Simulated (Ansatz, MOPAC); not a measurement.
Molecule: SiBr2, net charge 0, singlet state. SMILES: [Si](Br)Br

Atoms: Si1, Br2, Br3. Bonds: Si1-Br2, Si1-Br3.

Bond lengths (Å) and angles (degrees) optimised at PM7 with MOPAC; MNDO with MOPAC; HF/3-21G with Ansatz (an electronic-structure program); PBE/6-31G* with LANL2DZ past Ar with Ansatz; B3LYP/6-31G* with LANL2DZ past Ar with Ansatz; MP2/6-31G* with LANL2DZ past Ar with Ansatz, each started from the B3LYP-D3(BJ)/def2-TZVP structure (Ansatz) of the last column. A row stands for all coordinates that are equal there. 6-31G* holds six Cartesian d functions. No wavenumbers were computed at MNDO, PBE/6-31G* with LANL2DZ past Ar, MP2/6-31G* with LANL2DZ past Ar, so these may be saddle points.

```csv
coordinate,PM7,MNDO,HF/3-21G,PBE/6-31G* with LANL2DZ past Ar,B3LYP/6-31G* with LANL2DZ past Ar,MP2/6-31G* with LANL2DZ past Ar,B3LYP-D3(BJ)/def2-TZVP
Si1-Br2,2.069,2.208,2.385,2.321,2.319,2.280,2.269
Br2-Si1-Br3,180.0,106.5,103.0,103.5,103.5,103.5,102.4
```

Mean signed difference of all 2 bond lengths from B3LYP-D3(BJ)/def2-TZVP: PM7 -0.201 Å, MNDO -0.061 Å, HF/3-21G 0.116 Å, PBE/6-31G* with LANL2DZ past Ar 0.052 Å, B3LYP/6-31G* with LANL2DZ past Ar 0.049 Å, MP2/6-31G* with LANL2DZ past Ar 0.011 Å.
